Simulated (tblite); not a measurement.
C₅H₁₀BrFSi₂.
SMILES with atom numbers: `[F:1][C@@H:2]1[C@H:3]2[CH2:4][SiH2:5][SiH2:6][C@@H:7]1[C@H:8]2[Br:9]` (hydrogens: H10 on C2; H11 on C3; H12, H13 on C4; H14, H15 on Si5; H16, H17 on Si6; H18 on C7; H19 on C8)

Computed with GFN2-xTB (tblite), gas phase: L-BFGS steps from a force-field or distance-geometry start until the largest atomic force falls under 0.01 eV/Å.

Step 15: E = -763.4446 eV
```
atom  x, y, z in Å  |  force x, y, z in eV/Å
F1     -2.4774   -0.8999   -1.0540   -0.026  -0.010  -0.016
C2     -1.1836   -0.5087   -0.8129   -0.071   0.015   0.015
C3     -0.6486   -0.9986    0.5410    0.033  -0.056  -0.055
C4      0.8083   -1.4363    0.4680    0.055   0.008   0.014
Si5     1.9913   -0.0489   -0.1572    0.087   0.048  -0.018
Si6     0.6012    1.6515   -0.9504    0.035   0.063  -0.030
C7     -1.0536    0.9353   -0.3212    0.015  -0.022   0.065
C8     -0.8392    0.4188    1.1044    0.047  -0.092   0.012
Br9    -2.3438    0.6237    2.3432   -0.025  -0.022  -0.082
H10    -0.6079   -0.7984   -1.7035   -0.081   0.017   0.077
H11    -1.2703   -1.7754    0.9955   -0.006   0.058   0.007
H12     1.1201   -1.7813    1.4550    0.019   0.021   0.024
H13     0.8675   -2.3084   -0.1878   -0.008   0.033   0.015
H14     2.8258    0.3657    0.9834   -0.029  -0.002  -0.026
H15     2.9120   -0.6328   -1.1385   -0.030  -0.019  -0.018
H16     0.7409    2.9812   -0.3490    0.032  -0.007   0.042
H17     0.4712    1.8536   -2.3962    0.007  -0.049  -0.009
H18    -1.9421    1.5434   -0.4739    0.012   0.026  -0.042
H19     0.0183    0.8249    1.6466   -0.063  -0.011   0.024
```

Step 16: E = -763.4466 eV
```
atom  x, y, z in Å  |  force x, y, z in eV/Å
F1     -2.4791   -0.8992   -1.0519   -0.043   0.004  -0.008
C2     -1.1861   -0.5062   -0.8113   -0.041  -0.048   0.018
C3     -0.6479   -1.0007    0.5396    0.017  -0.009  -0.008
C4      0.8109   -1.4344    0.4683    0.003  -0.008   0.014
Si5     1.9940   -0.0482   -0.1586    0.064   0.043  -0.003
Si6     0.6027    1.6510   -0.9498    0.022   0.102  -0.051
C7     -1.0526    0.9361   -0.3190    0.008  -0.032   0.025
C8     -0.8384    0.4160    1.1045    0.011  -0.052   0.029
Br9    -2.3490    0.6210    2.3378   -0.004  -0.024  -0.077
H10    -0.6119   -0.7979   -1.7000   -0.051   0.014   0.017
H11    -1.2714   -1.7756    0.9963    0.023   0.057  -0.012
H12     1.1214   -1.7806    1.4553    0.020   0.032   0.026
H13     0.8693   -2.3064   -0.1861    0.007   0.007  -0.011
H14     2.8273    0.3641    0.9826   -0.019   0.006  -0.017
H15     2.9126   -0.6355   -1.1381   -0.016  -0.023  -0.034
H16     0.7408    2.9833   -0.3495    0.032  -0.037   0.031
H17     0.4691    1.8548   -2.3969    0.012  -0.056   0.022
H18    -1.9401    1.5447   -0.4767    0.017   0.032  -0.012
H19     0.0184    0.8229    1.6462   -0.062  -0.009   0.050
```

Question: Estimate the geometry and energy of step 17. (The exact step hangs on the optimiser's Hessian estimate; all steps are aligned on step 16, rigid shifts and turns removed.)

Answer: E = -763.4480 eV, largest force 0.089 eV/Å
```
atom  x, y, z in Å  |  force x, y, z in eV/Å
F1     -2.4813   -0.8986   -1.0506   -0.049   0.014   0.006
C2     -1.1887   -0.5053   -0.8099   -0.011  -0.069   0.015
C3     -0.6469   -1.0023    0.5384    0.004   0.026   0.028
C4      0.8131   -1.4330    0.4686   -0.022  -0.009   0.006
Si5     1.9971   -0.0468   -0.1598    0.018   0.027  -0.003
Si6     0.6043    1.6524   -0.9503    0.001   0.080  -0.039
C7     -1.0514    0.9362   -0.3170    0.005  -0.027  -0.015
C8     -0.8377    0.4129    1.1050   -0.020  -0.002   0.026
Br9    -2.3530    0.6186    2.3325   -0.001  -0.028  -0.065
H10    -0.6162   -0.7977   -1.6975   -0.022   0.008  -0.032
H11    -1.2717   -1.7750    0.9966    0.034   0.033  -0.014
H12     1.1226   -1.7794    1.4560    0.019   0.040   0.021
H13     0.8706   -2.3050   -0.1849    0.022  -0.010  -0.024
H14     2.8287    0.3628    0.9818   -0.002   0.016  -0.001
H15     2.9130   -0.6382   -1.1382   -0.006  -0.024  -0.044
H16     0.7412    2.9847   -0.3494    0.033  -0.039   0.029
H17     0.4675    1.8552   -2.3974    0.014  -0.055   0.025
H18    -1.9379    1.5461   -0.4789    0.028   0.028   0.015
H19     0.0169    0.8216    1.6476   -0.046  -0.010   0.066
```

The energy changes by -0.0014 eV. The first-order estimate −F·Δx gives -0.0020 eV and the mean of the old and new forces, exact on a quadratic surface, -0.0015 eV. The step makes an angle of 54° with the force vector and moves no atom by more than 0.007 Å.

What follows is the cost of the whole relaxation. Hardware: one thread, Arm Neoverse V1 (aarch64), no GPU, shared host. Cost: 0.85 s.
